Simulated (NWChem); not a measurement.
System: C$_{6}$H$_{13}$O, doublet; SMILES C[C](O)CC(C)C

Parts of the log:

```
             Northwest Computational Chemistry Package (NWChem) 7.3.0
             --------------------------------------------------------

                             Geometry "geometry" -> ""
                             -------------------------

 Output coordinates in angstroms (scale by  1.889725989 to convert to a.u.)

  No.       Tag          Charge          X              Y              Z
 ---- ---------------- ---------- -------------- -------------- --------------
    1 C                    6.0000     0.86916100    -1.87251500     0.88277800
    2 C                    6.0000    -0.04132400    -1.31667800    -0.16164500
    3 O                    8.0000    -0.61232700    -2.21579100    -1.04052200
    4 C                    6.0000     0.18674300     0.02405900    -0.78269000
    5 C                    6.0000     0.22709800     1.21465000     0.19732600
    6 C                    6.0000     0.57126200     2.51158700    -0.54348500
    7 C                    6.0000    -1.08613500     1.34751200     0.97596900
    8 H                    1.0000     1.11053200    -1.11578100     1.65540900
    9 H                    1.0000     1.84622000    -2.22952500     0.45999300
   10 H                    1.0000     0.41098800    -2.73998700     1.40876000
   11 H                    1.0000    -0.64712800    -3.08532400    -0.59966200
   12 H                    1.0000    -0.62083700     0.18995000    -1.52971600
   13 H                    1.0000     1.14149900     0.02067100    -1.37484300
   14 H                    1.0000     1.04389400     1.02223900     0.93104100
   15 H                    1.0000     0.64070900     3.37093000     0.15418900
   16 H                    1.0000    -0.20963300     2.75408300    -1.29576600
   17 H                    1.0000     1.53814200     2.43044700    -1.08151600
   18 H                    1.0000    -1.33750200     0.40455800     1.50252100
   19 H                    1.0000    -1.03426900     2.16483800     1.72413200
   20 H                    1.0000    -1.92740400     1.57438600     0.28638500

 Effective nuclear repulsion energy (a.u.)     318.7983215196

  pbe96 is a nonlocal functional; adding pw91lda local functional.
                              NWChem Property Module
                              ----------------------

  itol2e modified to match energy
  convergence criterion.

                                 NWChem DFT Module
                                 -----------------

 Summary of "ao basis" -> "ao basis" (spherical)
 ------------------------------------------------------------------------------
       Tag                 Description            Shells   Functions and Types
 ---------------- ------------------------------  ------  ---------------------
 C                          def2-svp                 6       14   3s2p1d
 O                          def2-svp                 6       14   3s2p1d
 H                          def2-svp                 3        5   2s1p

  itol2e modified to match energy
  convergence criterion.

            General Information
            -------------------
          SCF calculation type: DFT
          Wavefunction type:  spin polarized.
          No. of atoms     :    20
          No. of electrons :    57
           Alpha electrons :    29
            Beta electrons :    28
          Charge           :     0
          Spin multiplicity:     2
          Use of symmetry is: off; symmetry adaption is: off
          Maximum number of iterations: 150
          AO basis - number of functions:   163
                     number of shells:    81
          Convergence on energy requested:  1.00D-07
          Convergence on density requested:  1.00D-05
          Convergence on gradient requested:  5.00D-04

              XC Information
              --------------
          PerdewBurkeErnzerhof Exchange Functional  1.000
            Perdew 1991 LDA Correlation Functional  1.000 local
           PerdewBurkeErnz. Correlation Functional  1.000 non-local

             Grid Information
             ----------------
          Grid used for XC integration:  fine
          Radial quadrature: Mura-Knowles
          Angular quadrature: Lebedev.
          Tag              B.-S. Rad. Rad. Pts. Rad. Cut. Ang. Pts.
          ---              ---------- --------- --------- ---------
          C                   0.70       70          13.0       590
          O                   0.60       70          14.0       590
          H                   0.35       60          15.0       590
          Grid pruning is: on
          Number of quadrature shells:  1270
          Spatial weights used:  Erf1

      Superposition of Atomic Density Guess
      -------------------------------------

 Sum of atomic energies:        -306.93064415

      Non-variational initial energy
      ------------------------------

 Total energy =    -311.576665
 1-e energy   =   -1044.758138
 2-e energy   =     414.383151
 HOMO         =      -0.077858
 LUMO         =       0.084352

[...]

          -----------------------
          Electric field gradient
          -----------------------

 1 a.u. = 0.324123 10**(16) esu/cm**3  ( or statvolts/cm**2 ) = 0.97174 10**(22) v/m**2

 ------------------------------------------------------------
   Atom      X         Y         Z
 ------------------------------------------------------------
    1 C    1.64248  -3.53854   1.66821
 ------------------------------------------------------------

 Electric field gradient in molecular frame (a.u.)
         XX             YY             ZZ             XY             XZ             YZ
 ------------------------------------------------------------------------------------------
       -0.018588      -0.005999       0.024587       0.009187       0.010867       0.014489

 Principal components (a.u.) and orientation
 of principal axis w.r.t. absolute frame                      Asymmetry parameter eta
 --------------------------------------------------------------------------------------
        0.033863      -0.023670      -0.010193                       0.397971

        0.251118       0.910513       0.328489
        0.381272      -0.404972       0.831041
        0.889703      -0.083446      -0.448849

 ------------------------------------------------------------
   Atom      X         Y         Z
 ------------------------------------------------------------
    2 C   -0.07809  -2.48816  -0.30546
 ------------------------------------------------------------

 Electric field gradient in molecular frame (a.u.)
         XX             YY             ZZ             XY             XZ             YZ
 ------------------------------------------------------------------------------------------
        0.072045      -0.049709      -0.022336      -0.119080      -0.157462      -0.163938

 Principal components (a.u.) and orientation
 of principal axis w.r.t. absolute frame                      Asymmetry parameter eta
 --------------------------------------------------------------------------------------
       -0.302148       0.189284       0.112864                       0.252922

        0.463209       0.794402      -0.392891
        0.625946       0.020584       0.779595
        0.627399      -0.607044      -0.487718

 ------------------------------------------------------------
   Atom      X         Y         Z
 ------------------------------------------------------------
    3 O   -1.15713  -4.18724  -1.96630
 ------------------------------------------------------------

 Electric field gradient in molecular frame (a.u.)
         XX             YY             ZZ             XY             XZ             YZ
 ------------------------------------------------------------------------------------------
        1.091225      -1.321855       0.230630      -0.708011      -0.402033      -0.061952

 Principal components (a.u.) and orientation
 of principal axis w.r.t. absolute frame                      Asymmetry parameter eta
 --------------------------------------------------------------------------------------
       -1.530196       1.402480       0.127715                       0.833074

        0.273243       0.923545       0.269079
        0.957137      -0.233090      -0.171927
        0.096062      -0.304523       0.947649

 ------------------------------------------------------------
   Atom      X         Y         Z
 ------------------------------------------------------------
    4 C    0.35289   0.04546  -1.47907
 ------------------------------------------------------------

 Electric field gradient in molecular frame (a.u.)
         XX             YY             ZZ             XY             XZ             YZ
 ------------------------------------------------------------------------------------------
        0.014366       0.008273      -0.022640      -0.001970       0.025519       0.010939

 Principal components (a.u.) and orientation
 of principal axis w.r.t. absolute frame                      Asymmetry parameter eta
 --------------------------------------------------------------------------------------
       -0.038107       0.027962       0.010145                       0.467569

       -0.433005       0.862949      -0.260434
       -0.224297       0.176685       0.958370
        0.873039       0.473393       0.117052

 ------------------------------------------------------------
   Atom      X         Y         Z
 ------------------------------------------------------------
    5 C    0.42915   2.29536   0.37289
 ------------------------------------------------------------

 Electric field gradient in molecular frame (a.u.)
         XX             YY             ZZ             XY             XZ             YZ
 ------------------------------------------------------------------------------------------
        0.014091      -0.013780      -0.000311      -0.000645       0.010303      -0.009601

 Principal components (a.u.) and orientation
 of principal axis w.r.t. absolute frame                      Asymmetry parameter eta
 --------------------------------------------------------------------------------------
        0.020259      -0.019361      -0.000897                       0.911399

        0.851671      -0.139012      -0.505303
       -0.157156       0.852064      -0.499289
        0.499958       0.504642       0.703832

 ------------------------------------------------------------
   Atom      X         Y         Z
 ------------------------------------------------------------
    6 C    1.07953   4.74621  -1.02704
 ------------------------------------------------------------

 Electric field gradient in molecular frame (a.u.)
         XX             YY             ZZ             XY             XZ             YZ
 ------------------------------------------------------------------------------------------
        0.009215      -0.008625      -0.000590      -0.001678      -0.000235       0.015909

 Principal components (a.u.) and orientation
 of principal axis w.r.t. absolute frame                      Asymmetry parameter eta
 --------------------------------------------------------------------------------------
       -0.021062       0.012289       0.008773                       0.166965

        0.038985      -0.372456       0.927231
        0.789227       0.580607       0.200040
       -0.612863       0.723997       0.316587

 ------------------------------------------------------------
   Atom      X         Y         Z
 ------------------------------------------------------------
    7 C   -2.05250   2.54643   1.84431
 ------------------------------------------------------------

 Electric field gradient in molecular frame (a.u.)
         XX             YY             ZZ             XY             XZ             YZ
 ------------------------------------------------------------------------------------------
       -0.021978       0.017122       0.004856       0.010091       0.006112      -0.010196

 Principal components (a.u.) and orientation
 of principal axis w.r.t. absolute frame                      Asymmetry parameter eta
 --------------------------------------------------------------------------------------
       -0.026746       0.023694       0.003052                       0.771758

        0.923682       0.138027       0.357437
       -0.274586       0.889077       0.366257
       -0.267235      -0.436452       0.859125

 ------------------------------------------------------------
   Atom      X         Y         Z
 ------------------------------------------------------------
    8 H    2.09860  -2.10852   3.12827
 ------------------------------------------------------------

 Electric field gradient in molecular frame (a.u.)
         XX             YY             ZZ             XY             XZ             YZ
 ------------------------------------------------------------------------------------------
        0.124180      -0.058570      -0.065610      -0.063432      -0.066390      -0.202602

 Principal components (a.u.) and orientation
 of principal axis w.r.t. absolute frame                      Asymmetry parameter eta
 --------------------------------------------------------------------------------------
       -0.285309       0.145114       0.140194                       0.017245

        0.218783       0.940579      -0.259702
        0.683483       0.042231       0.728744
        0.696409      -0.336939      -0.633630

 ------------------------------------------------------------
   Atom      X         Y         Z
 ------------------------------------------------------------
    9 H    3.48885  -4.21319   0.86926
 ------------------------------------------------------------

 Electric field gradient in molecular frame (a.u.)
         XX             YY             ZZ             XY             XZ             YZ
 ------------------------------------------------------------------------------------------
       -0.164951       0.091777       0.073174       0.107890       0.131422      -0.047737

 Principal components (a.u.) and orientation
 of principal axis w.r.t. absolute frame                      Asymmetry parameter eta
 --------------------------------------------------------------------------------------
       -0.262511       0.131466       0.131045                       0.001600

        0.867370       0.457731       0.195322
       -0.315946       0.203234       0.926755
       -0.384508       0.865551      -0.320898

[...]
```

Level: PBE/def2-SVP, spin-unrestricted. The geometry was optimised at PBE-D3(BJ)/def2-SVP, spin-unrestricted. No frequency run checked for a minimum. No stability test was run on the SCF state. NWChem prints the field gradient with the sign opposite to the second derivative of the potential.

**Question.** Write an input that gives this output.

**Answer.** Several could match; the one computed here: the input that was run:
```
start job
memory heap 200 mb stack 900 mb global 1100 mb
geometry units angstroms noautosym nocenter noautoz
  C      0.869161    -1.872515     0.882778
  C     -0.041324    -1.316678    -0.161645
  O     -0.612327    -2.215791    -1.040522
  C      0.186743     0.024059    -0.782690
  C      0.227098     1.214650     0.197326
  C      0.571262     2.511587    -0.543485
  C     -1.086135     1.347512     0.975969
  H      1.110532    -1.115781     1.655409
  H      1.846220    -2.229525     0.459993
  H      0.410988    -2.739987     1.408760
  H     -0.647128    -3.085324    -0.599662
  H     -0.620837     0.189950    -1.529716
  H      1.141499     0.020671    -1.374843
  H      1.043894     1.022239     0.931041
  H      0.640709     3.370930     0.154189
  H     -0.209633     2.754083    -1.295766
  H      1.538142     2.430447    -1.081516
  H     -1.337502     0.404558     1.502521
  H     -1.034269     2.164838     1.724132
  H     -1.927404     1.574386     0.286385
end
basis spherical
  C library def2-svp
  O library def2-svp
  H library def2-svp
end
dft
  odft
  mult 2
  xc xpbe96 cpbe96
  iterations 150
end
property
  efieldgrad
end
task dft property
```
